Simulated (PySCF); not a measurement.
Stepwise substitution at one centre (In CH3-H). All species are isolated molecules in the gas phase. Strings in code marks are SMILES.

The HOMO from two functionals at the same geometries (M06-2X/def2-TZVP), both in PySCF: PBE-D3(BJ)/def2-TZVP and M06-2X/def2-TZVP. 

| species | PBE-D3(BJ)/def2-TZVP (eV) | M06-2X/def2-TZVP (eV) |
|---|---|---|
| 0 of 3 CH3 replaced by H (`[CH3][In]([CH3])[CH3]`) | -5.86 | -8.08 |
| 1 of 3 CH3 replaced by H (`[InH]([CH3])[CH3]`) | -6.06 | -8.25 |
| 2 of 3 CH3 replaced by H (`[CH3][InH2]`) | -6.41 | -8.60 |
| 3 of 3 CH3 replaced by H | -6.99 | -9.20 |

Over these rows, drawn at random from the members with no instability flagged (it was tested for open shells, ions and some series alone), PBE minus M06-2X: mean +2.20 eV, from +2.18 eV to +2.22 eV.
